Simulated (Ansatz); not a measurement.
C2H9BO2Si, SMILES `CCB(O)O[SiH3]`. Total charge 0; spin multiplicity 1. Geometry: relaxed with PBE0-D4/def2-TZVP. It is one conformer, not always the lowest.

```xyz
15

C     0.053   -1.960   -1.252
C     0.258   -0.876   -0.202
B    -0.502    0.477   -0.458
O    -1.279    0.621   -1.565
O    -0.413    1.543    0.406
Si    0.395    1.768    1.822
H     0.380   -1.620   -2.237
H    -1.002   -2.227   -1.342
H     0.609   -2.868   -1.009
H    -0.038   -1.248    0.789
H     1.327   -0.648   -0.095
H    -1.686    1.491   -1.605
H    -0.048    0.781    2.841
H     0.085    3.140    2.288
H     1.860    1.628    1.616
```

(1) What is the dipole moment at B3LYP/def2-TZVPP? (Estimate.)

(2) And with PBE, r2SCAN, ωB97M-V? (An estimate is asked.)

(3) Give the Mulliken charges with B3LYP, r2SCAN, ωB97M-V in def2-TZVPP. (An estimate is asked.)

Results:

(1) The calculation gave: 0.89 D, with components (0.11, 0.64, 0.61) D in this frame, pointing from negative to positive charge.

(2) The calculation gave: PBE 0.83 D, r2SCAN 0.82 D, ωB97M-V 0.88 D.

(3) The calculation gave: 
```
atom  B3LYP  r2SCAN  ωB97M-V
  C1  -0.24   -0.13    -0.32
  C2  -0.22   -0.17    -0.27
  B3   0.34    0.39     0.33
  O4  -0.29   -0.32    -0.29
  O5  -0.37   -0.40    -0.38
 Si6   0.40    0.42     0.29
  H7   0.08    0.05     0.11
  H8   0.08    0.05     0.11
  H9   0.08    0.04     0.10
 H10   0.08    0.05     0.11
 H11   0.08    0.05     0.11
 H12   0.19    0.20     0.18
 H13  -0.07   -0.08    -0.03
 H14  -0.07   -0.07    -0.02
 H15  -0.07   -0.08    -0.03
```

B3LYP here is the variant with VWN-RPA as its local correlation; programs differ in this.

Results of the Gaussian-basis code of Ansatz.
